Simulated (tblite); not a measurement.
Compound: C₉H₁₃F.
Numbering: `[F:1]/[CH:2]=[CH:3]/[CH2:4][C@:5]12[CH2:6][CH2:7][C@H:8]([CH2:9]1)[CH2:10]2` (hydrogens: H11 on C2; H12 on C3; H13, H14 on C4; H15, H16 on C6; H17, H18 on C7; H19 on C8; H20, H21 on C9; H22, H23 on C10)

Cartesian coordinates in Å at the GFN2-xTB level; atoms count from 1:
```xyz
23
C9H13F angstrom
F      3.944   -1.539    0.940
C      3.194   -0.530    0.458
C      2.058   -0.174    1.023
C      1.190    0.927    0.508
C     -0.157    0.393    0.053
C     -0.178   -0.606   -1.110
C     -1.704   -0.837   -1.208
C     -2.157    0.086   -0.076
C     -1.308    1.339   -0.339
C     -1.150   -0.261    1.031
H      3.644   -0.077   -0.414
H      1.704   -0.706    1.894
H      1.681    1.436   -0.324
H      1.024    1.654    1.308
H      0.241   -0.180   -2.021
H      0.370   -1.517   -0.873
H     -2.112   -0.533   -2.171
H     -1.981   -1.875   -1.027
H     -3.224    0.150    0.119
H     -1.305    1.743   -1.350
H     -1.475    2.134    0.383
H     -1.295    0.314    1.942
H     -1.009   -1.314    1.265
```

Method: GFN2-xTB as coded in tblite; computed harmonic values from a numerical Hessian at the method's own geometry, unscaled. This tight-binding method is rough: wavenumbers can miss measured ones by several per cent, in bad cases by 10 to 20. One conformer, not necessarily the lowest.

Harmonic wavenumbers (cm⁻¹): 44.0, 50.4, 132.9, 236.6, 238.7, 301.6, 322.8, 367.7, 446.4, 501.8, 542.0, 613.2, 708.9, 752.4, 844.4, 863.3, 894.8, 916.1, 941.3, 951.9, 980.2, 987.0, 997.1, 1009.7, 1020.7, 1048.6, 1063.7, 1082.4, 1100.2, 1116.4, 1141.0, 1152.0, 1183.6, 1194.0, 1205.2, 1222.2, 1229.3, 1241.1, 1256.8, 1262.0, 1273.9, 1296.9, 1309.2, 1335.3, 1465.1, 1482.5, 1488.1, 1494.4, 1518.3, 1732.3, 2952.6, 2979.2, 2984.8, 2996.8, 3002.4, 3005.0, 3006.2, 3010.4, 3013.4, 3018.5, 3025.6, 3078.1, 3093.8.

A = 3172, B = 682.6, C = 645.9 MHz; mass 140.100 u (most abundant isotopes); point group C1, symmetry number 1.

Problem. What is the zero-point energy?

Solution. ½Σν̃ = 43364 cm⁻¹ = 518.74 kJ/mol.

Problem. Entropy at 400 K, 1 bar (ideal gas, RRHO, classical rotation)?

Solution. Translation 176.60, rotation 128.43, vibration 151.34: S = 456.4 J/(mol K).

Problem. And Cp and H(400 K) − H(0)?

Solution. Cp = 215.89 J/(mol K), of which vibrations give 182.63 (their classical limit is 63 R = 523.8); H(400 K) − H(0) = 45.92 kJ/mol without the zero-point energy, 32.61 from vibrations.

Problem. What must be added to the electronic energy to get the Gibbs energy at 400 K and 1 bar?

Solution. ZPE + [H(400 K) − H(0)] − T·S = 518.74 + 45.92 − 182.55 = 382.11 kJ/mol.

Problem. Which modes carry the vibrational entropy at 400 K?

Solution. 44.0 cm⁻¹: 23.65; 50.4 cm⁻¹: 22.52; 132.9 cm⁻¹: 14.53; 236.6 cm⁻¹: 9.90; 238.7 cm⁻¹: 9.83; 301.6 cm⁻¹: 8.03 J/(mol K); the other 57 give 62.87 together.

Hindered rotation and anharmonicity are outside this model. Other conformers, if any are populated, would add a mixing term that is left out. The structure is chiral; the term R ln 2 for an equal mix with its mirror image is left out.

On one thread, Arm Neoverse V1 (aarch64), on a shared host, this took 1.0 s wall. The figure is for the frequency step alone.
